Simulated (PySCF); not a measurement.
**[C3H2ClO3]-: core ionisation energies**

C3H2ClO3 (charge -1).
Structure used (GFN2-xTB), in Å, numbered top down from 1:
```
atom  x, y, z in Å
O1     1.4812   -1.6005   -0.2322
C2     0.8675   -0.5434   -0.0997
O3     1.5758    0.6348   -0.1436
C4    -0.5159   -0.3709    0.0987
Cl5   -1.4222   -1.8697    0.1516
C6    -1.2592    0.8011    0.2554
O7    -0.8655    1.9671    0.2550
H8     2.5020    0.3896   -0.2799
H9    -2.3501    0.5979    0.3968
```

The calculation used delta-SCF UKS SCAN, pcX-2 on the ionised atom, pcseg-1 elsewhere, spin-free X2C in PySCF 2.14.0. Each binding energy is the total energy of the core-ionised species, with the hole localised on one atom, minus that of the ground state; both are solved self-consistently, so orbital relaxation is included.

**Question.** List the computed XPS lines with their assignment.

**Answer.** 
```tsv
atom(s)	bonded to	level	binding energy (eV)	2p1/2 (eV)	above the level's lowest (eV)	count
Cl5	C	Cl 1s	2824.03	–	0.00	1
O3	C and H	O 1s	534.68	–	+3.22	1
O1	C (double bond)	O 1s	532.08	–	+0.62	1
O7	C	O 1s	531.46	–	0.00	1
C2	O (double bond), O and C	C 1s	288.97	–	+2.89	1
C6	O, C (double bond) and H	C 1s	287.38	–	+1.30	1
C4	Cl, C (double bond) and C	C 1s	286.08	–	0.00	1
Cl5	C	Cl 2p3/2	201.43	203.08	0.00	1
```

The listed C 1s values span 2.89 eV, from C4 (bonded to Cl, C (double bond) and C) to C2 (bonded to O (double bond), O and C). Summing the Pauling electronegativity differences to the bonded atoms, each weighted by its formal bond order, gives +0.61 for the lowest site and +2.67 for the highest; no listed site has a larger sum than the highest. The smallest sum, +0.54, belongs to C6, 1.30 eV above the lowest.

Lowest listed O 1s: O7, bonded to C. Highest, 3.22 eV above it: O3, bonded to C and H. Summing the Pauling electronegativity differences to the bonded atoms, each weighted by its formal bond order, gives -0.89 for the lowest site and -2.13 for the highest; the largest sum, -0.89, belongs to O7, 3.22 eV below the top. The smallest sum, -2.13, belongs to O3, 3.22 eV above the lowest.

**Question.** Which photon energy gives electrons from C 1s of C6 a kinetic energy of 20 eV, and what is their de Broglie wavelength?

**Answer.** hν = 287.38 + 20 = 307.38 eV, recoil neglected; λ = 12.264 Å/√(E/eV) = 2.74 Å.

Spin contamination (⟨S²⟩ against 0.75 for a pure doublet) is marked for C 1s of C2 (0.85) and C 1s of C6 (0.94), which makes these values less certain. Spin–orbit and ligand-field terms were added within each 2p shell after the spin-free SCF. 2p1/2 minus 2p3/2 (ligand field included): Cl 1.65 eV. The species carries charge -1, so core ionisation leaves a neutral species. The basis sets have no added diffuse functions. One conformer (not necessarily the lowest) at the GFN2-xTB geometry, without solvent, vibrations or thermal averaging.

On one thread, Arm Neoverse N1 (aarch64), shared host with 64 logical CPUs at a one-minute load of 57, this took 2.0 min and 0.61 GiB of memory at its peak.
